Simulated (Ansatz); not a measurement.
Geometry optimisation, UKS B3LYP-D4/def2-SVP (Ansatz 0.2.0).

input.yaml

```yaml
crystal:
  periodic: [false, false, false]
  atoms:
    - { symbol: In, position_ang: [0.0, 0.0, 0.0] }
    - { symbol: Cl, position_ang: [0.0, 0.0, 2.69] }
    - { symbol: Cl, position_ang: [2.113, 0.0, -1.22] }
    - { symbol: Cl, position_ang: [-2.113, 0.0, -1.22] }
    - { symbol: "N", position_ang: [0.0, 0.0, 4.72] }
    - { symbol: H, position_ang: [-0.496, -0.7725, 5.25] }
    - { symbol: H, position_ang: [0.496, 0.7725, 5.25] }
magnetization:
  spin_polarized: true
  initial_magnetization: 1
basis:
  gaussian: { orbitals: def2-SVP }
hamiltonian:
  xc: b3lyp
  dispersion: d4
relax:
  f_tol: 0.15
  max_steps: 25
  restrain:
    - { distance: [1, 4], at: 2.93, k: 30.0 }
    - { distance: [0, 1], at: 2.44, k: 30.0 }
```

Launched with:

```bash
$ ansatz run input.yaml --threads 4 --pin off --max-ram 5120MiB --backend cpu --events-out ev --progress --plain --runs-dir out
```

Task: Where does it end, and by what steps?

Result: The run converged. The restraints hold the end off the free minimum; the threshold counts their pulls, which the force column leaves out. Restrained pairs: Cl2–N5 (2.03 → 2.93 Å), In1–Cl2 (2.69 → 2.41 Å). After 9 steps the energy has fallen by 1.584 eV (the restraints' own energy left out); N5 moved furthest, 0.63 Å.

```
step  energy less start (eV)  largest force component (eV/Å)  accepted
   0                  0.0000                           3.543       yes
   1                 -0.6962                           2.148       yes
   2                 -0.8522                           3.148       yes
   3                 -1.3609                           2.223       yes
   4                 -1.4342                           2.208       yes
   5                 -1.5370                           1.014       yes
   6                 -1.5706                           0.914       yes
   7                 -1.5219                           1.646        no
   8                 -1.5756                           0.876       yes
   9                 -1.5843                           0.875       yes
```

```xyz
7
Properties=species:S:1:pos:R:3
In 0.049 -0.012 -0.105
Cl 0.258 -0.161 2.293
Cl 1.968 0.077 -1.433
Cl -2.073 0.043 -1.084
N 0.289 -0.236 5.223
H -0.710 -0.509 5.294
H 0.221 0.798 5.282
```

Time of the run: 44 s on 4 threads of Arm Neoverse V1 (shared host), peak memory 0.45 GiB.
